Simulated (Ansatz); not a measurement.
Ligand exchange: Cd(CH3)(SH) + C3H9BS → Cd(SH)2 + C4H11B

Species: Cd(CH3)(SH), singlet; C3H9BS `CC(C)BS`, singlet; Cd(SH)2, singlet; C4H11B `CBC(C)C`, singlet. The partners trade CH3 for SH: Cd–CH3 and B–SH bonds give way to Cd–SH and B–CH3.

Shapes, held fixed at every level: PBE0-D4/def2-TZVP. Flexible molecules stand in one conformer, not always the lowest. Programs: Ansatz 0.2.0. Electronic energies: no zero-point or thermal term.

| level | kind | ΔE (kJ/mol) | less CCSD(T)/def2-TZVPP | CPU time (sum over the molecules) |
| --- | --- | --- | --- | --- |
| PBE-D4/def2-TZVPP | GGA | -4.9 | -0.5 | 43 s |
| PBE0-D4/def2-TZVPP | global hybrid | -13.3 | -8.9 | 59 s |
| wB97M-V/def2-TZVPP | range-separated hybrid | -16.3 | -11.9 | 2.9 min |
| wB97X-V/def2-TZVPP | range-separated hybrid | -16.7 | -12.3 | 2.3 min |
| B2PLYP/def2-TZVPP | double hybrid | -9.8 | -5.4 | 1.8 min |
| MP2/def2-TZVPP | perturbation theory | +0.9 | +5.3 | – |
| CCSD(T)/def2-SVP | coupled cluster or CI | -4.9 | -0.5 | 2.1 min |
| CCSD(T)/def2-TZVPP | coupled cluster or CI | -4.4 | 0.0 | 25 min |

The highest level, CCSD(T)/def2-TZVPP, gives ΔE = -4.4 kJ/mol; the levels span -16.7 to +0.9. They disagree on the sign: 1 of 8 are positive. The column of differences is taken from that level and isn't an error. No measured value is set beside it here. For atoms past krypton def2 sets carry core potentials with scalar relativity. Outer-core shells of Cd are correlated, in sets that cover them unevenly. Times are processor times on shared x86 and Arm servers, and rough.
